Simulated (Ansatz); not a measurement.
Relaxation of ClFH$_{6}$OW (10 atoms, charge 0, multiplicity 1), to a largest force component of 0.03 eV/Å in at most 50 steps.

Computed with RKS PBE0/def2-SVP (Ansatz).

```xyz
10
Properties=species:S:1:pos:R:3
W 0.465 0.376 -0.324
F 1.054 0.161 2.655
O 1.793 -0.924 -0.190
H 1.799 -1.736 0.335
H -0.958 0.690 0.500
H -0.904 -0.128 -1.147
H -0.421 -0.877 0.295
H 0.382 0.626 -1.986
Cl 0.939 2.529 0.545
H 0.991 1.084 2.666
```

Task: Where does it end, and by what steps?

Result: The forces met the threshold. After 8 steps the energy has fallen by 0.112 eV; F2 moved furthest, 0.36 Å. Joined: W1–F2 (3.04 → 2.51 Å).

```
step  energy less start (eV)  largest force component (eV/Å)  accepted
   0                  0.0000                           0.607       yes
   1                 -0.0559                           0.409       yes
   2                 -0.0746                           0.421       yes
   3                 -0.0939                           0.322       yes
   4                 -0.1018                           0.516       yes
   5                 -0.1080                           0.293       yes
   6                 -0.1109                           0.113       yes
   7                 -0.1103                           0.136        no
   8                 -0.1117                           0.019       yes
```

```xyz
10
Properties=species:S:1:pos:R:3
W 0.478 0.351 -0.140
F 1.034 0.250 2.305
O 1.762 -1.000 -0.134
H 1.745 -1.871 0.281
H -1.010 0.636 0.585
H -0.785 -0.127 -1.121
H -0.463 -0.933 0.330
H 0.524 0.753 -1.776
Cl 0.818 2.553 0.651
H 1.037 1.190 2.366
```

The run took 37 s on 2 threads of Arm Neoverse V2 (shared host), peak memory 0.24 GiB.
